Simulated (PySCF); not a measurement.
Isomers of C7H8N (doublet state), one GFN2-xTB conformer each. Single-point energies are computed at B3LYP/pcH-1 (PySCF, gas phase, no added dispersion term), electronic only. GFN2-xTB treats the open shell by occupation alone, and not every SCF solution was tested for stability.

```csv
SMILES,GFN2-xTB relative energy (kJ/mol)
[CH2]Cc1ccncc1,0.0
N#C[C@H]1[CH]CC=CC1,78.9
```

Conformers: `[CH2:1][CH2:2][c:3]1[cH:4][cH:5][n:6][cH:7][cH:8]1` (doublet state) with H–C1–C2–C3 -82° and 81°, C1–C2–C3–C4 -84°; `[N:1]#[C:2][C@H:3]1[CH:4][CH2:5][CH:6]=[CH:7][CH2:8]1` (doublet state) with C2–C3–C4–C5 75°, C3–C4–C5–C6 19°, C4–C5–C6–C7 5°, C6–C7–C8–C3 -25°.

Task: What does B3LYP/pcH-1 give for the same structures?

Result: 
| SMILES | B3LYP/pcH-1 E (Eh) | B3LYP/pcH-1 (kJ/mol) | GFN2-xTB (kJ/mol) | point group |
| --- | --- | --- | --- | --- |
| [CH2]Cc1ccncc1 | -326.26460 | 0.0 | 0.0 | near Cs |
| N#C[C@H]1[CH]CC=CC1 | -326.24316 | 56.3 | 78.9 | – |

Both levels put the same isomer lowest.
